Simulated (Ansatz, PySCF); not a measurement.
Gas-phase reaction (SMILES): [F][Ge]([F])([F])[F] [tetrafluorogermane] + [H][H] (H2) → [F][GeH]([F])[F] + F (HF); hydrogen cleaves one Ge-F bond, a model of a ligand-exchange step.

Each molecule is optimised on its own at B3LYP-D3(BJ)/def2-TZVP (Ansatz, a first-principles code). Correlated levels leave the core frozen unless marked. Spin-orbit coupling is left out. Frozen are the shells of the preceding noble gas and the d and f shells that filled before the atom's block. Non-relativistic. CBS(X,Y): correlation extrapolated as X^-3; Hartree-Fock from the larger set (for Q and 5 zeta extrapolated as (X+1)exp(-9√X)). Thermal terms are rigid-rotor harmonic-oscillator values from B3LYP-D3(BJ) frequencies (Ansatz or PySCF) at 298.15 K and 1 atm. 1 Eh = 627.5095 kcal/mol.

```tsv
species	E, CCSD(T)/CBS(cc-pVQZ,cc-pV5Z) (Ansatz) (Eh)	E, PBE0-D4/def2-TZVPD (Ansatz + dftd4) (Eh)	H - E (Eh)
[F][Ge]([F])([F])[F]	-2474.86722	-2476.07688	0.01633
[H][H] (H2)	-1.17453	-1.16831	0.01336
[F][GeH]([F])[F]	-2375.63177	-2376.84357	0.02081
F (HF)	-100.39528	-100.39487	0.01259
```

Task: Work out ΔE and ΔH at 298.15 K at the first level, then ΔH at the second.

Result: 
1. ΔE = [(-2375.63177) + (-100.39528)] - [(-2474.86722) + (-1.17453)] = 0.01470 Eh = 9.2 kcal/mol at CCSD(T)/CBS(cc-pVQZ,cc-pV5Z).
2. The terms H - E add up to 0.00371 Eh, so ΔH = (0.01470 + (0.00371))×627.5095 = 11.6 kcal/mol.
3. At PBE0-D4/def2-TZVPD the same steps give ΔE = 4.2 and ΔH = 6.6 kcal/mol, a shift of -5.0 from the first level.
4. These values are not checked against measurement here, since the tables used lack a sound gas-phase enthalpy of formation for at least one species.
